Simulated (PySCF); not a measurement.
Dipole polarisabilities along the 5p block, charge +1

Calculated with PySCF 2.14 for the ground configurations, without spin-orbit coupling: coupled response for Hartree-Fock and DFT. Mean α in bohr³, C₆ of like pairs in atomic units.

```csv
species,α UHF,α PBE,α PBE0,C₆ UHF,C₆ PBE,C₆ PBE0
"In⁺ [Kr] 4d10 5s2 (aug-cc-pVQZ-PP with one added diffuse shell each of s, p, d, f, g type with ECP28MDF, ECP)",29.46,23.42,24.69,205.7,157.2,166.9
"Sn⁺ [Kr] 4d10 5s2 5p1 (aug-cc-pVQZ-PP with one added diffuse shell each of s, p, d, f, g type with ECP28MDF, ECP)",28.91,27.15,27.22,225.1,205.5,207.1
"Sb⁺ [Kr] 4d10 5s2 5p2 (aug-cc-pVQZ-PP with one added diffuse shell each of s, p, d, f, g type with ECP28MDF, ECP)",25.76,25.41,25.15,211.8,206.3,204.4
"Te⁺ [Kr] 4d10 5s2 5p3 (aug-cc-pVQZ-PP with one added diffuse shell each of s, p, d, f, g type with ECP28MDF, ECP)",22.36,22.56,22.22,187.4,188.5,185.4
"I⁺ [Kr] 4d10 5s2 5p4 (aug-cc-pVQZ-PP with one added diffuse shell each of s, p, d, f, g type with ECP28MDF, ECP)",20.11,20.67,20.29,171.9,177.1,173.3
"Xe⁺ [Kr] 4d10 5s2 5p5 (aug-cc-pVQZ-PP with one added diffuse shell each of s, p, d, f, g type with ECP28MDF, ECP)",17.79,18.42,18.07,152.2,158.5,154.8
```

The values depend on the diffuse functions of the basis.
